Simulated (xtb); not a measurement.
CBrF2 (SMILES F[C](F)Br), doublet, from a rough starting geometry; GFN2-xTB (xtb 6.7.1).

The xtb input:
```
$ xtb mol.xyz --gfn 2 --uhf 1 --opt vtight --json

# file mol.xyz
4

F     -0.85291712    -1.01200571    -0.09026018
C     -0.16977827     0.03419750     0.27175383
F     -0.78284686     1.08239365    -0.18611721
Br     1.74028158    -0.03665644    -0.06628512
```

What does xtb print? Leave out banner, timings and long lists.


```
   ID    Z sym.   atoms
    1    9 F      1, 3
    2    6 C      2
    3   35 Br     4

           -------------------------------------------------
          |                Calculation Setup                |
           -------------------------------------------------

           -------------------------------------------------
          |                 G F N 2 - x T B                 |
           -------------------------------------------------

          ...................................................
          :                      SETUP                      :
          :.................................................:
          :  # basis functions                  22          :
          :  # atomic orbitals                  21          :
          :  # shells                            9          :
          :  # electrons                        25          :
          :  max. iterations                   250          :
          :  Hamiltonian                  GFN2-xTB          :
          :  restarted?                      false          :
          :  GBSA solvation                  false          :
          :  PC potential                    false          :
          :  electronic temp.          300.0000000     K    :
          :  accuracy                    1.0000000          :
          :  -> integral cutoff          0.2500000E+02      :
          :  -> integral neglect         0.1000000E-07      :
          :  -> SCF convergence          0.1000000E-05 Eh   :
          :  -> wf. convergence          0.1000000E-03 e    :
          :  Broyden damping             0.4000000          :
          :  net charge                          0          :
          :  unpaired electrons                  1          :
          ...................................................

 iter      E             dE          RMSdq      gap      omega  full diag
   1    -15.5782183 -0.155782E+02  0.614E+00    3.38       0.0  T
   2    -15.6164668 -0.382485E-01  0.576E+00    4.15       1.0  T
   3    -15.6343038 -0.178369E-01  0.306E+00    3.96       1.0  T
   4    -15.6341652  0.138577E-03  0.899E-01    4.02       1.0  T
   5    -15.6346311 -0.465946E-03  0.571E-01    3.99       1.0  T
   6    -15.6347489 -0.117741E-03  0.186E-01    3.95       1.0  T
   7    -15.6347763 -0.274364E-04  0.787E-02    3.96       1.0  T
   8    -15.6347802 -0.389238E-05  0.299E-02    3.95       1.7  T
   9    -15.6347805 -0.234685E-06  0.202E-02    3.95       2.5  T
  10    -15.6347807 -0.275720E-06  0.334E-03    3.95      15.0  T
  11    -15.6347807 -0.891826E-08  0.379E-04    3.95     131.8  T
  12    -15.6347807 -0.298552E-10  0.201E-04    3.95     249.2  T

   *** convergence criteria satisfied after 12 iterations ***

         :::::::::::::::::::::::::::::::::::::::::::::::::::::
         ::                     SUMMARY                     ::
         :::::::::::::::::::::::::::::::::::::::::::::::::::::
         :: total energy             -15.599615781981 Eh    ::
         :: gradient norm              0.043760760925 Eh/a0 ::
         :: HOMO-LUMO gap              3.952340286720 eV    ::
         ::.................................................::
         :: SCC energy               -15.634780684810 Eh    ::
         :: -> isotropic ES            0.016356761834 Eh    ::
         :: -> anisotropic ES          0.003135418129 Eh    ::
         :: -> anisotropic XC         -0.009699172417 Eh    ::
         :: -> dispersion             -0.001725804519 Eh    ::
         :: repulsion energy           0.035164902829 Eh    ::
         :: add. restraining           0.000000000000 Eh    ::
         :: total charge              -0.000000000000 e     ::
         :::::::::::::::::::::::::::::::::::::::::::::::::::::

      -----------------------------------------------------------
     |                   =====================                   |
     |                        A N C O P T                        |
[...]
 * total energy  :   -15.5996158 Eh     change       -0.1921840E-10 Eh
 * total energy  :   -15.6014416 Eh     change       -0.1825774E-02 Eh
 * total energy  :   -15.6020990 Eh     change       -0.6574545E-03 Eh
 * total energy  :   -15.6021673 Eh     change       -0.6827769E-04 Eh
 * total energy  :   -15.6021709 Eh     change       -0.3623163E-05 Eh
 * total energy  :   -15.6021714 Eh     change       -0.5341140E-06 Eh
 * total energy  :   -15.6021715 Eh     change       -0.6074845E-07 Eh
   *** GEOMETRY OPTIMIZATION CONVERGED AFTER 7 ITERATIONS ***
         :: total energy             -15.602171506675 Eh    ::
[...]

           -------------------------------------------------
          |                Property Printout                |
           -------------------------------------------------

    * Orbital Energies and Occupations

         #    Occupation            Energy/Eh            Energy/eV
      -------------------------------------------------------------
         1        2.0000           -0.8979354             -24.4341
         2        2.0000           -0.8885048             -24.1774
         3        2.0000           -0.8860507             -24.1107
         4        2.0000           -0.6689354             -18.2027
         5        2.0000           -0.6292500             -17.1228
         6        2.0000           -0.6186125             -16.8333
         7        2.0000           -0.6116229             -16.6431
         8        2.0000           -0.5667905             -15.4232
         9        2.0000           -0.5581732             -15.1887
        10        2.0000           -0.5390980             -14.6696
        11        2.0000           -0.4854421             -13.2096
        12        2.0000           -0.4731011             -12.8737
        13        1.0000           -0.3984138             -10.8414 (HOMO)
        14                         -0.2418215              -6.5803 (LUMO)
        15                         -0.0431331              -1.1737
        16                         -0.0187610              -0.5105
        17                         -0.0145171              -0.3950
        18                         -0.0041373              -0.1126
        19                          0.1306015               3.5538
        20                          0.1670773               4.5464
        21                          0.4453417              12.1184
      -------------------------------------------------------------
                  HL-Gap            0.1565923 Eh            4.2611 eV
             Fermi-level           -0.3779376 Eh          -10.2842 eV

     #   Z          covCN         q      C6AA      α(0)
     1   9 F        0.839    -0.142    10.649     3.855
     2   6 C        2.487     0.299    22.113     7.679
     3   9 F        0.839    -0.142    10.649     3.855
     4  35 Br       1.026    -0.015   185.395    21.954

 Mol. C6AA /au·bohr⁶  :        606.895264
 Mol. C8AA /au·bohr⁸  :      25460.812888
 Mol. α(0) /au        :         37.343581

Wiberg/Mayer (AO) data.
largest (>0.10) Wiberg bond orders for each atom

 ---------------------------------------------------------------------------
     #   Z sym  total        # sym  WBO       # sym  WBO       # sym  WBO
 ---------------------------------------------------------------------------
     1   9 F    1.217 --     2 C    1.074
     2   6 C    3.344 --     4 Br   1.197     1 F    1.074     3 F    1.074
     3   9 F    1.217 --     2 C    1.074
     4  35 Br   1.363 --     2 C    1.197
 ---------------------------------------------------------------------------

Topologies differ in total number of bonds
Writing topology from bond orders to xtbtopo.mol

molecular dipole:
                 x           y           z       tot (Debye)
 q only:        0.295       0.001       0.222
   full:       -0.116       0.012       0.183       0.551
molecular quadrupole (traceless):
                xx          xy          yy          xz          yz          zz
 q only:       -0.203      -0.015      -0.832      -0.217       0.103       1.035
  q+dip:       -3.308       0.080      -0.211      -0.204       0.186       3.520
   full:       -2.716       0.046      -0.487      -0.360       0.189       3.202

optimized geometry written to: xtbopt.xyz

           -------------------------------------------------
          | TOTAL ENERGY              -15.602171506675 Eh   |
          | GRADIENT NORM               0.000025993637 Eh/α |
          | HOMO-LUMO GAP               4.261094139478 eV   |
           -------------------------------------------------

normal termination of xtb
```
